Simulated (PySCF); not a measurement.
# Rotational lines of TlCl

Lines J+1 ← J of the vibrational ground state, computed from RHF-CCSD(T) constants of TlCl, ¹Σ⁺ (singlet), closed shell (PySCF, scalar-relativistic core potentials, basis sets Tl cc-pVDZ-PP with ECP60, Cl cc-pV(D+d)Z; masses 204.9744 and 34.9689 u), in MHz:

```csv
J,ν (MHz)
2,15711.9
3,20949.1
4,26186.2
5,31423.2
6,36660.0
```

(1) Find B0 and the effective bond length r0; with αe = 0.000355 cm⁻¹, find Re.

Correlated steps freeze 9 core orbitals. Correlated levels converge slowly with the basis: in double zeta they bind strong bonds too weakly, by up to about 1 eV, and carry superposition errors of some tenths. Spin–orbit coupling is left out, which matters for elements this heavy, above all for dissociation energies. Where the molecule has an RHF reference, its open-shell atoms are computed with UHF.

Answers

(1) ν = 2B0(J+1) − 4D(J+1)³ gives B0 = 0.087349 cm⁻¹. With the reduced mass μred = 29.873 u, r0 = √(16.8576/(μred·B0)) (u, cm⁻¹, Å) = 2.5418 Å. Be = B0 + αe/2 = 0.087526 cm⁻¹ gives Re = 2.539 Å.
